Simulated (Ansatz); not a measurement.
Geometry optimisation, Ansatz, RKS PBE0-D4/def2-SVP.

input.yaml

```yaml
crystal:
  periodic: [false, false, false]
  atoms:
    - { symbol: "N", position_ang: [-0.55317, 0.97513, 0.06796] }
    - { symbol: B, position_ang: [-0.03543, -0.37267, 0.00108] }
    - { symbol: O, position_ang: [1.35266, -0.43052, 0.28258] }
    - { symbol: S, position_ang: [-1.01926, -1.76894, -0.35509] }
    - { symbol: H, position_ang: [0.08014, 1.75763, 0.04527] }
    - { symbol: H, position_ang: [-1.45294, 1.1867, -0.32786] }
    - { symbol: H, position_ang: [1.62802, -1.34733, 0.28605] }
total_charge: -1
basis:
  gaussian: { orbitals: def2-SVP }
hamiltonian:
  xc: pbe0
  dispersion: d4
relax:
  f_tol: 0.015
  max_steps: 40
```

Launched with:

```bash
$ ansatz run input.yaml --threads 1 --pin off --max-ram 2048MiB --backend cpu --events-out ev --progress --plain --runs-dir out
```

Task: Where does it end, and by what steps?

Result: The forces met the threshold. Limits of this set-up: an anion without diffuse functions, the dipole of an ion depends on the origin. After 7 steps the energy has fallen by 0.049 eV; H7 moved furthest, 0.10 Å.

| step | energy less start (eV) | largest force component (eV/Å) | accepted |
| --- | --- | --- | --- |
| 0 | 0.0000 | 0.755 | yes |
| 1 | -0.0302 | 0.307 | yes |
| 2 | -0.0325 | 0.441 | yes |
| 3 | -0.0447 | 0.142 | yes |
| 4 | -0.0482 | 0.073 | yes |
| 5 | -0.0485 | 0.017 | yes |
| 6 | -0.0485 | 0.017 | yes |
| 7 | -0.0485 | 0.001 | yes |

```xyz
7
Properties=species:S:1:pos:R:3
N -0.555 1.001 0.133
B -0.028 -0.354 0.036
O 1.356 -0.413 0.321
S -0.973 -1.799 -0.374
H 0.096 1.767 -0.013
H -1.437 1.154 -0.337
H 1.541 -1.356 0.234
```

Run time: 26 s on 1 thread of Arm Neoverse V1 (shared host), peak memory 0.14 GiB.
